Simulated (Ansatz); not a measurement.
`[CH3][GeH2][Se]C` + `[GeH3][SeH]` → `C[Se][GeH3]` + `C[Se][GeH3]` at 600 K and 1 bar (substitution at a C–Ge bond).

Isolated molecules relaxed with PBE0-D4/def2-TZVP in Ansatz; ΔE leaves out vibrations. CBS: MP2 limit from def2 TZ/QZ plus the TZ coupled-cluster correction, frozen cores. For Ge, Se outer-core shells are correlated without core-valence functions, which leaves a few kJ/mol of doubt a bond. Scalar relativity is left out up to krypton. Each species was taken in one conformer, which may not be the lowest.

```json
{"species": "`[CH3][GeH2][Se]C`", "CCSD(T)/CBS energy (Eh)": "-4557.76484", "H − E (kJ/mol)": "305.2", "S (J/(mol·K))": "479.8"}
{"species": "`[GeH3][SeH]`", "CCSD(T)/CBS energy (Eh)": "-4479.23116", "H − E (kJ/mol)": "121.4", "S (J/(mol·K))": "357.3"}
{"species": "`C[Se][GeH3]`", "CCSD(T)/CBS energy (Eh)": "-4518.49012", "H − E (kJ/mol)": "213.6", "S (J/(mol·K))": "418.1"}
{"species": "`C[Se][GeH3]`", "CCSD(T)/CBS energy (Eh)": "-4518.49012", "H − E (kJ/mol)": "213.6", "S (J/(mol·K))": "418.1"}
```

H − E and S are ideal-gas, rigid-rotor, harmonic terms from PBE0-D4/def2-TZVP, for one conformer and one mirror image of each species. 1 Eh = 2625.50 kJ/mol, R = 8.31446 J/(mol·K).

**Question.** By hand: ΔE, ΔH, ΔS and ΔG.

**Answer.** ΔE = (-4518.49012) + (-4518.49012) − (-4557.76484) − (-4479.23116) = 0.01576 Eh = 41.4 kJ/mol. Δ(H − E) = 213.6 + 213.6 − 305.2 − 121.4 = 0.6, so ΔH = 42.0 kJ/mol. ΔS = 418.1 + 418.1 − 479.8 − 357.3 = -0.9 J/(mol·K). ΔG = 42.0 − 600 × (-0.9)/1000 = 42.5 kJ/mol.

**Question.** By hand: the equilibrium constant, and the temperature at which ΔG would vanish if ΔH and ΔS stayed fixed.

**Answer.** log₁₀ K = −ΔG/(RT ln 10) = -3.7. ΔH and −TΔS have one sign here, so there is no such temperature. One of them is within its doubt of zero, so this could turn.

The number of gas molecules stays the same, so ΔS is small and ΔH decides. A doubt of 5 kJ/mol in ΔE shifts log₁₀ K by 0.4 here. Other conformers and mirror images would add mixing entropy, several J/(mol·K) or more a flexible species. Modes under 60 cm⁻¹, often nearly free rotors, make the harmonic entropy too high. These are equilibria of isolated gas molecules and say nothing of rates. Largest T1 diagnostic: 0.010 (customary marks: 0.02 for closed shells, 0.045 for open ones).
